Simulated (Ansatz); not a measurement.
Ideal-gas functions of H₃O₃Sc (`[OH][Sc]([OH])[OH]`) at 400 K and 1 bar, from an Ansatz frequency run at PBE0-D4/def2-TZVP.

Molar mass 95.98 g/mol, point group C3h (symmetry number 3), electronic degeneracy 1, moments of inertia 95.999, 96.037, 192.035 u Å². Harmonic wavenumbers (cm⁻¹, unscaled): 105, 119, 162, 163, 238, 239, 386, 387, 412, 663, 740, 741, 4008, 4008, 4011.

Use S(trans) = R[1.5 ln M + 2.5 ln T − 1.1517]; rotational temperatures θ = 24.2544 K / I; S(rot) = R[ln(√π/σ · √(T³/θAθBθC)) + 1.5]; for each mode x = 1.438777 ν̃/T, S = R[x/(eˣ − 1) − ln(1 − e⁻ˣ)] and H = RT x/(eˣ − 1); 1 cm⁻¹ = 0.0119627 kJ/mol; R = 8.31446 J/(mol·K).

**Question.** By hand: the entropy, in J/(mol·K).

**Answer.** Translation 171.9. Rotation: θ = 0.2527, 0.2526, 0.1263 K, giving 102.9. Vibration, mode by mode: 16.46, 15.43, 12.92, 12.87, 9.86, 9.82, 6.22, 6.20, 5.77, 2.82, 2.26, 2.26, 0.00, 0.00, 0.00, in all 102.9. Electronic 0.0. Sum 377.7 J/(mol·K).

**Question.** By hand: H − E and G − E in kJ/mol, counted from the electronic energy.

**Answer.** Zero-point energy ½ × 16382 × 0.0119627 = 98.0; thermal vibration 21.1; translation, rotation and pV give 4 RT = 13.3. H − E = 132.4 kJ/mol, and G − E = 132.4 − 400 × 377.7/1000 = -18.7 kJ/mol.

Vibration gives 27 % of the entropy, 31.9 J/(mol·K) of it from the modes under 150 cm⁻¹: soft modes count most, and the harmonic formula is weakest for them. The sum counts one conformer and one mirror image; others add a mixing term.
